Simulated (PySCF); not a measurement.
A PySCF script (with the pyscf-properties extension) for the NMR shieldings of `O=C[C@H]1CC[SiH2]C1`, C$_{5}$H$_{10}$OSi, on a GFN2-xTB geometry:

```python
import basis_set_exchange as bse
import numpy as np
from pyscf import gto, dft
from pyscf.prop import nmr

atoms = """
O    -0.411116    1.117212    1.827575
C     0.499200    0.342660    1.713977
C     1.066640   -0.087228    0.399433
C     0.234423   -1.314438   -0.030722
C    -1.199352   -0.857806   -0.300987
Si   -1.037189    0.924370   -0.972572
C     0.838028    1.005208   -0.641729
H     0.941606   -0.148059    2.603416
H     2.119745   -0.362381    0.514007
H     0.276559   -2.098724    0.729418
H     0.677102   -1.709828   -0.947038
H    -1.777077   -0.870176    0.622105
H    -1.692314   -1.542479   -0.988506
H    -1.282000    0.946838   -2.423527
H    -1.858781    1.923764   -0.307497
H     1.185294    1.966063   -0.268279
H     1.412234    0.777035   -1.538983
"""
names = dict.fromkeys(["O", "C", "Si", "H"], "pcSseg-1")
basis = {el: gto.basis.parse(bse.get_basis(n, elements=[el], fmt="nwchem")) for el, n in names.items()}
mol = gto.M(atom=atoms, basis=basis, charge=0, verbose=0)
mf = dft.RKS(mol, xc="PBE0")
mf.grids.level = 2
mf.grids.alignment = dft.numint.BLKSIZE   # the property module wants whole blocks of grid points
mf.conv_tol = 1e-9
mf.kernel()

calc = nmr.RKS(mf)   # GIAO
C = mf.mo_coeff
Co = C[:, mf.mo_occ > 0]
resp = mf.gen_response(singlet=True, hermi=2)
def vind(x):   # induced exchange potential for any number of trial vectors
    d = np.einsum("pi,xij,qj->xpq", C, 2 * x.reshape(-1, C.shape[1], Co.shape[1]), Co, optimize=True)
    return np.einsum("xpq,pi,qj->xij", resp(d - d.transpose(0, 2, 1)), C, Co, optimize=True).ravel()
mo1, _ = nmr.rhf.solve_mo1(calc, with_cphf=vind)
sigma = calc.kernel(mo1)
for i, s in enumerate(sigma):   # ppm
    w = np.linalg.eigvalsh((s + s.T) / 2)
    print("%2d %-2s iso %8.1f  s11 %8.1f  s22 %8.1f  s33 %8.1f" % (i, mol.atom_pure_symbol(i), w.mean(), *w))
```

Q: Give the expected output.

A: 
```
 0 O  iso   -340.6  s11   -949.2  s22   -439.6  s33    367.0
 1 C  iso    -26.4  s11   -123.8  s22    -49.4  s33     94.0
 2 C  iso    131.1  s11    107.8  s22    137.5  s33    148.1
 3 C  iso    157.9  s11    133.0  s22    169.4  s33    171.4
 4 C  iso    181.8  s11    167.9  s22    180.1  s33    197.4
 5 Si iso    381.8  s11    335.7  s22    378.8  s33    430.9
 6 C  iso    173.8  s11    164.5  s22    165.4  s33    191.6
 7 H  iso     21.6  s11     18.6  s22     20.0  s33     26.1
 8 H  iso     28.5  s11     23.2  s22     27.5  s33     34.8
 9 H  iso     29.6  s11     24.0  s22     27.8  s33     36.9
10 H  iso     30.2  s11     25.2  s22     27.9  s33     37.4
11 H  iso     31.3  s11     27.2  s22     27.8  s33     38.8
12 H  iso     30.9  s11     25.7  s22     27.8  s33     39.1
13 H  iso     27.5  s11     24.3  s22     24.5  s33     33.7
14 H  iso     27.2  s11     23.5  s22     24.6  s33     33.3
15 H  iso     30.8  s11     26.6  s22     27.6  s33     38.1
16 H  iso     31.3  s11     26.6  s22     27.9  s33     39.3
```

These numbers come from an equivalent density-fitted implementation of the same equations, which agrees with the script to about 0.01 ppm for H and up to a few tenths of a ppm for heavy atoms, so last digits may differ.

Q: Turn these shieldings into chemical shifts. Scale: 17O (σ = 336.08 ppm) vs H2O; 13C (σ = 186.93 ppm), 29Si (σ = 349.16 ppm), 1H (σ = 31.72 ppm) vs TMS (reference shieldings calculated alike).

A: Averaging equivalent atoms: O 0: 676.7; C 1: 213.3; C 2: 55.8; C 3: 29.0; C 6: 13.1; C 4: 5.1; Si 5: -32.6; H 7: 10.16; H 14: 4.56; H 13: 4.25; H 8: 3.24; H 9: 2.15; H 10: 1.53; H 15: 0.92; H 12: 0.85; H 11: 0.46; H 16: 0.44 ppm. Unscaled 17O shifts of doubly bonded oxygen tend to come out too high, by tens of ppm or more. Experimental scales use liquid or dissolved standards, which lie at an offset from isolated H2O (liquid H2O: subtract about 36 ppm).

Size and cost of the density-fitted run: 176 basis functions, 56 s wall time on 1 thread of an Arm Neoverse N1, shared host; peak memory 0.81 GiB.
